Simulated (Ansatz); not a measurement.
`FC(F)(F)O[SiH3]` + H₂ → `FC(F)O[SiH3]` + H–F at 400 K and 1 bar (hydrogenolysis of a C–F bond).

Program: Ansatz. Geometries: PBE0-D4/def2-TZVP. ΔE: electronic, gas phase. CBS: MP2 limit from def2 TZ/QZ plus the TZ coupled-cluster correction, frozen cores. This one scheme is used for every species. Each species was taken in one conformer, which may not be the lowest.

```json
{"species": "`FC(F)(F)O[SiH3]`", "CCSD(T)/CBS energy (Eh)": "-703.52608", "H − E (kJ/mol)": "148.6", "S (J/(mol·K))": "383.7"}
{"species": "H₂", "CCSD(T)/CBS energy (Eh)": "-1.17544", "H − E (kJ/mol)": "38.0", "S (J/(mol·K))": "139.0"}
{"species": "`FC(F)O[SiH3]`", "CCSD(T)/CBS energy (Eh)": "-604.32648", "H − E (kJ/mol)": "167.9", "S (J/(mol·K))": "363.7"}
{"species": "H–F", "CCSD(T)/CBS energy (Eh)": "-100.39570", "H − E (kJ/mol)": "36.5", "S (J/(mol·K))": "182.2"}
```

H − E and S are ideal-gas, rigid-rotor, harmonic terms from PBE0-D4/def2-TZVP, for one conformer and one mirror image of each species. The MP2-based limit puts H₂ 0.8 mEh under its directly extrapolated value; such offsets cancel only in part. 1 Eh = 2625.50 kJ/mol, R = 8.31446 J/(mol·K).

By hand: ΔE, ΔH, ΔS and ΔG.

ΔE = (-604.32648) + (-100.39570) − (-703.52608) − (-1.17544) = -0.02066 Eh = -54.2 kJ/mol. Δ(H − E) = 167.9 + 36.5 − 148.6 − 38.0 = 17.8, so ΔH = -36.4 kJ/mol. ΔS = 363.7 + 182.2 − 383.7 − 139.0 = 23.2 J/(mol·K). ΔG = -36.4 − 400 × (23.2)/1000 = -45.7 kJ/mol.

By hand: the equilibrium constant, and the temperature at which ΔG would vanish if ΔH and ΔS stayed fixed.

log₁₀ K = −ΔG/(RT ln 10) = 6.0. ΔH and −TΔS have one sign here, so there is no such temperature.

ΔH outweighs TΔS. A doubt of 5 kJ/mol in ΔE shifts log₁₀ K by 0.7 here. Other conformers and mirror images would add mixing entropy, several J/(mol·K) or more a flexible species. Modes under 60 cm⁻¹, often nearly free rotors, make the harmonic entropy too high. These are equilibria of isolated gas molecules and say nothing of rates. Largest T1 diagnostic: 0.012 (customary marks: 0.02 for closed shells, 0.045 for open ones).
